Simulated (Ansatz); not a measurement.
`[NH2][Ga]([OH])[OH]` and `[NH2][Ga]([NH2])[OH]` differ in one atom or group.

Ansatz, PBE0-D4/def2-TZVP geometries, multiplicity 1. Each molecule was computed in one conformer, which needn't be the lowest.

Scalar relativity is left out up to krypton.

```tsv
property	`[NH2][Ga]([OH])[OH]`
LUMO energy (PBE/def2-TZVPP) / eV	-1.39
HOMO–LUMO gap (PBE0/def2-TZVPP) / eV	7.10
zero-point energy (PBE0-D4/def2-TZVP) / kJ/mol	137.8
HOMO energy (PBE0/def2-TZVPP) / eV	-7.58
HOMO energy (ωB97M-V/def2-TZVPP) / eV	-9.99
HOMO–LUMO gap (PBE/def2-TZVPP) / eV	4.71
```

Problem. Give the same properties after the change, and the shifts. (An estimate is asked.)

Solution. Computed: 
| property | `[NH2][Ga]([NH2])[OH]` | shift |
| --- | --- | --- |
| LUMO energy (PBE/def2-TZVPP) / eV | -1.00 | 0.39 |
| HOMO–LUMO gap (PBE0/def2-TZVPP) / eV | 6.96 | -0.14 |
| zero-point energy (PBE0-D4/def2-TZVP) / kJ/mol | 168.3 | 30.5 |
| HOMO energy (PBE0/def2-TZVPP) / eV | -7.08 | 0.50 |
| HOMO energy (ωB97M-V/def2-TZVPP) / eV | -9.47 | 0.52 |
| HOMO–LUMO gap (PBE/def2-TZVPP) / eV | 4.62 | -0.09 |

With PBE0 the HOMO rises by 0.50 eV and the LUMO rises by 0.35 eV, so the gap narrows by about 0.15 eV. PBE moves the HOMO by 0.47 eV and ωB97M-V by 0.52 eV. The zero-point energy changes by 30.5 kJ/mol with +3 modes.
